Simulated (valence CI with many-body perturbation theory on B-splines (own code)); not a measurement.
Values are calculated unless marked as measured or tabulated.
Ladder of approximations for Cs5+

Level of theory: valence CI with perturbative core correlation (CI+MBPT): four valence electrons over a frozen Dirac-Fock core [Kr] 4d10, radial functions for each j: 11 s, 11 p, 9 d, 7 f, 5 g, 2 h, 1 i, with the one-electron correlation potential Σ1, the two-electron term Σ2, the three-electron term Σ3, Breit, model QED; selected CI, second order for the rest, scaled by the run's own slope (own B-spline code, finite nucleus).

Set against measurement, 29 paired levels are off by 322 cm⁻¹ on average, the worst by 678. These come from a selection out of Sansonetti, J. Phys. Chem. Ref. Data 38, 761 (2009). Levels without a partner in it may be off by more, other configurations by several thousand cm⁻¹.

Each rung adds one term. CI alone is the Dirac-Coulomb CI over the frozen core; QED comes last and gives the full result, which names the levels. Energies are above 5s²5p² ³P_0 on the same rung, in eV.

Names give the largest LS component (configuration and term), which can be under half, so a name can repeat, a term be missing and a line seem to break the LS rules; names also repeat where a configuration has a term twice. Letters in brackets count levels of one name in rising energy.

```tsv
Level	CI alone
5s²5p² ³P_1	1.417
5s²5p² ³P_2	2.100
5s²5p² ¹D_2	4.191
5s²5p² ¹S_0	6.411
5s5p³ ⁵S°_2	12.357
5s5p³ ³D°_1	15.735
5s5p³ ³D°_2	15.849
5s5p³ ³D°_3	16.426
5s5p³ ³P°_0	18.369
5s5p³ ³P°_1	18.576
5s5p³ ³P°_2	18.645
5s5p³ ¹D°_2	20.359
4f5s²5p ³G_3 [a]	23.130
5s5p³ ³S°_1	22.510
4f5s²5p ³F_3	23.523
4f5s²5p ³G_4	23.676
```

What do these energies become with core correlation, Breit and QED?

5s²5p² ³P_1 1.507 (+0.0900); 5s²5p² ³P_2 2.187 (+0.0865); 5s²5p² ¹D_2 4.349 (+0.1584); 5s²5p² ¹S_0 6.508 (+0.0976); 5s5p³ ⁵S°_2 13.205 (+0.8476); 5s5p³ ³D°_1 16.316 (+0.5811); 5s5p³ ³D°_2 16.476 (+0.6274); 5s5p³ ³D°_3 17.090 (+0.6639); 5s5p³ ³P°_0 18.906 (+0.5365); 5s5p³ ³P°_1 19.104 (+0.5276); 5s5p³ ³P°_2 19.179 (+0.5345); 5s5p³ ¹D°_2 20.915 (+0.5564); 4f5s²5p ³G_3 [a] 21.604 (-1.5256); 5s5p³ ³S°_1 21.861 (-0.6491); 4f5s²5p ³F_3 22.006 (-1.5174); 4f5s²5p ³G_4 22.170 (-1.5058).

How does the ionisation energy move along the ladder, and which term matters most?

CI alone 69.643, + Σ1 70.936, + Σ2 70.514, + Σ3 70.488, + Breit 70.438, + QED 70.445 eV. The largest step is Σ1, 1.293 eV. NIST lists 69.1 ± 2 eV (theoretical).
